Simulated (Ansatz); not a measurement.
A nudged elastic band was laid between two geometries of CH3NO2Si (8 atoms, charge 0, multiplicity 1).

These are results of Ansatz 0.2.0, RKS B3LYP/def2-SVP, not measurements.

| Item | Value |
| --- | --- |
| movable images | 9 |
| climbing image | yes |
| spring | 5.0 eV/Å² |
| optimiser | quadratic models (default) |
| start path | through a guess of the saddle point |
| force threshold | 0.03 eV/Å |
| iteration limit | 60 |
| end points | relaxed |

Image 0:

```xyz
8
Properties=species:S:1:pos:R:3
N -0.590 2.023 0.503
C -0.068 0.909 0.272
O 0.427 -0.103 1.133
Si 0.582 -0.586 -0.509
O -0.307 -1.849 -1.069
H -0.644 2.206 1.515
H 1.940 -0.771 -1.045
H -1.248 -1.887 -0.855
```

Image 10:

```xyz
8
Properties=species:S:1:pos:R:3
N -0.958 1.535 0.598
C 0.048 0.995 0.056
O 1.192 0.448 0.584
Si 1.194 0.238 -1.200
O 0.038 -1.619 -0.902
H -0.829 1.580 1.622
H 0.296 -1.894 -0.004
H -0.890 -1.341 -0.810
```

Task: What changes between the two ends?

Result: Bonds broken: Si4–H7. Bonds formed: O5–H7.

Task: Give the energies along the band, and the barrier.

Result: The forces met the threshold. The highest image is number 4 of 0 to 10, 3.10 eV above the first end and 1.57 eV above the last; the last end lies 1.52 eV above the first. Neighbouring images differ by up to 1.3 eV, so the band resolves the path poorly. A vibrational analysis at the climbing image gives one clearly imaginary mode, 1512i cm⁻¹: a first-order saddle point. The orbitals stay closed-shell, which can raise the energy where a bond breaks towards radicals; this wasn't checked here.

```tsv
image	path coordinate (Å)	energy (eV)	Si4–H7 (Å)	O5–H7 (Å)
0	0.00	0.00	1.47	2.49
1	0.47	0.14	1.47	2.44
2	0.95	0.58	1.48	2.27
3	1.42	1.89	1.50	1.82
4	1.89	3.10	1.62	1.34
5	2.46	1.91	2.14	0.98
6	3.03	1.61	2.57	0.97
7	3.60	1.55	2.68	0.97
8	4.17	1.54	2.73	0.97
9	4.74	1.53	2.72	0.97
10	5.32	1.52	2.60	0.97
```

Task: What is the geometry of the highest image?

Result: 
```xyz
8
Properties=species:S:1:pos:R:3
N -0.637 2.142 0.604
C -0.005 1.090 0.359
O 0.385 0.001 1.116
Si 0.929 -0.209 -0.545
O -0.130 -1.536 -1.284
H -0.922 2.189 1.593
H 1.195 -1.675 -1.192
H -0.723 -2.059 -0.708
```

Time of the run: 110 s on 2 threads of AMD EPYC 9R45 96-Core Processor (Zen 5), on a shared host, peak memory 0.21 GiB.
